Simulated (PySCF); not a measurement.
Exercise with solution: oscillator strength and radiative lifetime

CH2Cl, SMILES [CH2]Cl (connectivity only; charge and spin as stated), charge +1, multiplicity 1.

Geometry: PBE-D3(BJ)/def2-TZVP. The spin state was assumed, not searched. The isomer is the one that the SMILES or the coordinates give; other isomers of the formula were not compared.

TDA-ωB97X/def2-TZVPD (PySCF) puts the first singlet state with f over 0.02 at 7.58 eV (vertical), with the transition dipole (0.000, 0.000, -1.056) in atomic units.

Question: Find the oscillator strength, the wavelength and the radiative lifetime that this transition would have in vacuum if emission retraced absorption.

Answer: 
|μ|² = 1.1151 au, so |μ| = 2.68 D. ΔE = 7.58/27.211 = 0.2786 hartree. f = (2/3) ΔE |μ|² = 0.207 (the program prints 0.207).
λ = 1239.84/7.58 = 164 nm; ν = 61137 cm⁻¹.
Einstein's coefficient A = 0.6670 ν² f s⁻¹ (ν in cm⁻¹) = 5.2e8 s⁻¹, so τ = 1/A = 1.9 ns. This state is S2; the lower singlet has f = 0.000. The figure is the radiative limit of this one transition; relaxation, internal conversion, crossing to triplets and a medium change what is measured.
